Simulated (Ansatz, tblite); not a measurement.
Isomers of Cu$_{2}$F (doublet), found by a short tight-binding search and relaxed with r2SCAN-D4/def2-TZVP in Ansatz.

The xTB rows come from tblite. Correlated methods freeze 19 core orbitals. In CCSD on the charge 0 doublet the largest single amplitude is 0.41, so its Hartree–Fock determinant may place the open shell otherwise than the density functionals do.

Run but left out: HF/def2-TZVP, HF/def2-TZVPP, MP2/def2-TZVPP (B: a determinant that CCSD turns far, T1 0.124).

B: At CCSD(T)/def2-TZVPP T1 of the charge 0 doublet is large (up to 0.124), so the single-reference result is doubtful.

Other spin states were run for one of them alone.

A:

Cartesian coordinates in Å:
```
Cu -0.196 1.234 0.250
Cu 0.380 -0.974 0.728
F -0.184 -0.259 -0.977
```

B:

```csv
atom,x (Å),y (Å),z (Å)
Cu1,0.002,-0.380,-0.387
Cu2,-0.744,1.774,-0.440
F3,0.742,-1.394,0.827
```

Problem. Estimate their order by electronic energy at r2SCAN0-D4/def2-TZVP, counted from the lowest.

Solution. A (0.0) < B (20.8), in kJ/mol.

Problem. Do the other levels pick the same lowest one?

Solution. Not GFN1-xTB, GFN2-xTB. Energies above each level's lowest (kJ/mol):

```csv
level,A,B
GFN1-xTB,47.3,0.0
GFN2-xTB,129.6,0.0
PBE-D4/def2-TZVP,0.0,1.0
r2SCAN-D4/def2-TZVP,0.0,6.7
PBE0-D4/def2-TZVP,0.0,16.9
r2SCAN0-D4/def2-TZVP,0.0,20.8
CCSD/def2-TZVPP,0.0,31.4
CCSD(T)/def2-TZVPP,0.0,54.9
```
Point groups (tolerance 0.1 Å): A C2v, B Cs. Lower isomers may exist.
